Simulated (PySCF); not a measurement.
A run for PySCF: D3(BJ) and D4 dispersion corrections on H3ISi (SMILES [SiH3]I).

```python
from pyscf import gto
from pyscf.dispersion import dftd3, dftd4

mol = gto.M(
    atom='''
    Si   -0.21264726    0.00824635   -0.00243072
    I     2.24449524   -0.08726960    0.02542532
    H    -0.62076268    1.39455122   -0.30233164
    H    -0.70905439   -0.40230762    1.32548674
    H    -0.70203091   -0.91332036   -1.04624971
    ''',
    basis='def2-svp',
    charge=0, spin=0, verbose=0, max_memory=1800)
d3, d4 = {}, {}
for xc in ['hf', 'pbe', 'blyp', 'revpbe', 'tpss', 'r2scan', 'b3lyp', 'pbe0', 'bhlyp', 'camb3lyp', 'b2plyp']:
    d3[xc] = float(dftd3.DFTD3Dispersion(mol, xc=xc, version='d3bj', atm=False).get_dispersion()['energy'])
    print(f'D3(BJ) {xc:10s} {d3[xc]:14.8f} Eh')
for xc in ['hf', 'pbe', 'blyp', 'revpbe', 'tpss', 'r2scan', 'b3lyp', 'pbe0', 'bhlyp', 'camb3lyp', 'b2plyp']:
    d4[xc] = float(dftd4.DFTD4Dispersion(mol, xc={'camb3lyp': 'cam-b3lyp'}.get(xc, xc), atm=True).get_dispersion()['energy'])
    print(f'D4     {xc:10s} {d4[xc]:14.8f} Eh')
```

Program output:

```
D3(BJ) hf            -0.03058775 Eh
D3(BJ) pbe           -0.00354052 Eh
D3(BJ) blyp          -0.00832685 Eh
D3(BJ) revpbe        -0.00836059 Eh
D3(BJ) tpss          -0.00468324 Eh
D3(BJ) r2scan        -0.00093636 Eh
D3(BJ) b3lyp         -0.00699493 Eh
D3(BJ) pbe0          -0.00327790 Eh
D3(BJ) bhlyp         -0.00631444 Eh
D3(BJ) camb3lyp      -0.00336200 Eh
D3(BJ) b2plyp        -0.00370543 Eh
D4     hf            -0.01079497 Eh
D4     pbe           -0.00331126 Eh
D4     blyp          -0.00713563 Eh
D4     revpbe        -0.00845387 Eh
D4     tpss          -0.00442585 Eh
D4     r2scan        -0.00068961 Eh
D4     b3lyp         -0.00547868 Eh
D4     pbe0          -0.00279670 Eh
D4     bhlyp         -0.00506193 Eh
D4     camb3lyp      -0.00290843 Eh
D4     b2plyp        -0.00226386 Eh
```

The run finished.

Cost: roughly 0.010 core-seconds.
